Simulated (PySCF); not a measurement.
[Ce(OH)2]2+ at several levels of theory

Computed with PySCF 2.14.0 (density fitting, no spin-orbit coupling) at the geometry relaxed with PBE0:

```xyz
5
[Ce(OH)2]2+ (singlet)
Ce    0.0000    0.0000   -0.5314
O     1.5725   -0.0344    0.5264
H     2.3735   -0.0527    1.1045
O    -1.5725    0.0344    0.5264
H    -2.3735    0.0527    1.1045
```

| level | basis | state | HOMO (eV) | gap (eV) | charge on Ce1 (e) | population of f-type functions on Ce1 (core shells left out) | dipole about the centre of mass (D) | largest force component (eV/Å) |
| --- | --- | --- | --- | --- | --- | --- | --- | --- |
| PBE0 | Ce def2-SVP with ECP28, O def2-SVP, H def2-SVP | singlet | -21.62 | 5.51 | 1.79 | 0.87 | 0.24 | 0.01 |
| PBE0 | Ce def2-TZVP with ECP28, O def2-TZVP, H def2-TZVP | singlet | -21.62 | 5.48 | 1.90 | 0.88 | 0.24 | 0.19 |

Charges are Mulliken's, which hang on the basis. The relaxation used the grid (50, 194), these runs (75, 302) or, all-electron (x2c bases, spin-free X2C Hamiltonian), (99, 590).

Problem. A further run in the first row's basis gives HOMO (eV) -20.36, gap (eV) 2.96, charge on Ce1 (e) 1.79, population of f-type functions on Ce1 (core shells left out) 0.93, dipole about the centre of mass (D) 0.10, largest force component (eV/Å) 0.95. Which level was it?
A. CAM-B3LYP
B. r2SCAN

Solution. B. The others give HOMO -23.02 eV (CAM-B3LYP).

In the first row's basis the gap widens with exact exchange: 3.0 eV for r2SCAN (none); 5.5 eV for PBE0 (a fixed share); 8.2 eV for CAM-B3LYP (rising or full at long range).

No other spin state of this charge was computed.
